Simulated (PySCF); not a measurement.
Ligand exchange on a metal centre used in film growth or etching (Ti Cl-NH2). Isolated molecules, 0 K electronic values unless said otherwise. One relaxed conformer stands for each flexible species; it need not be the lowest. All members: neutral, multiplicity 1. Level: TPSSh-D3(BJ)/def2-TZVP // r2SCAN-D4/def2-SVP (PySCF), beside PBE-D3(BJ)/def2-TZVP // r2SCAN-D4/def2-SVP (PySCF) at the same geometries. 

| species | HOMO–LUMO gap, PBE (eV) | HOMO–LUMO gap, TPSSh-D3(BJ) (eV) |
|---|---|---|
| [Ti(Cl)3(NH2)] | 3.01 | 4.03 |
| [Ti(Cl)2(NH2)2] | 3.26 | 4.29 |
| [Ti(Cl)4] | 3.68 | 4.65 |
| [Ti(NH2)4] | 3.76 | 4.83 |
| [Ti(Cl)(NH2)3] | 3.89 | withheld |

**Question.** Fit y = a + b·x, y being the HOMO–LUMO gap at the first level, to the 4 complete rows by least squares, with x = the PBE value in eV. Give a, b and the rms residual, and predict the withheld value.

**Answer.** Means of the 4 rows: x̄ = 3.4275, ȳ = 4.45 eV. Σ(x − x̄)² = 0.37668 and Σ(x − x̄)(y − ȳ) = 0.379, so b = 1.006 and a = ȳ − b·x̄ = 1.002 eV. The rms residual is 0.036 eV. At x = 3.89 the line gives 4.92 eV, outside the range of the fitted rows. The run for [Ti(Cl)(NH2)3] gave 4.93 eV, so the line is off by 0.01 eV, within twice the rms residual.

Codes: PySCF.
